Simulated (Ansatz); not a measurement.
Consider the substitution at a C–Al bond: `[CH3][Al]([Cl])[Cl]` + `[OH][Al]([F])[F]` → `C[O][Al]([F])[F]` + `[Cl][AlH][Cl]`.

Gas-phase electronic energies from Ansatz, PBE0-D4/def2-TZVP geometries. CCSD(T)/CBS is the MP2 limit (def2-TZVPP, def2-QZVPP) plus CCSD(T) − MP2 in def2-TZVPP, frozen cores. This one scheme is used for every species. Each species was taken in one conformer, which may not be the lowest.

```tsv
species	CCSD(T)/CBS(def2) energy (Eh)
`[CH3][Al]([Cl])[Cl]`	-1201.58697
`[OH][Al]([F])[F]`	-517.59653
`C[O][Al]([F])[F]`	-556.83340
`[Cl][AlH][Cl]`	-1162.30651
```

(1) Work out ΔE.

Largest T1 diagnostic among the species: 0.013.

## Answers

(1) ΔE = (-556.83340) + (-1162.30651) − (-1201.58697) − (-517.59653) = 0.04359 Eh = +114.4 kJ/mol.

In def2-TZVPP, CCSD(T) changes the Hartree–Fock value by +19.6 kJ/mol (the triples alone add +2.1 kJ/mol) and MP2 by +27.7 kJ/mol. At CCSD(T), def2-SVP lies −26.0 kJ/mol from the extrapolated value and def2-TZVPP −3.6 kJ/mol.
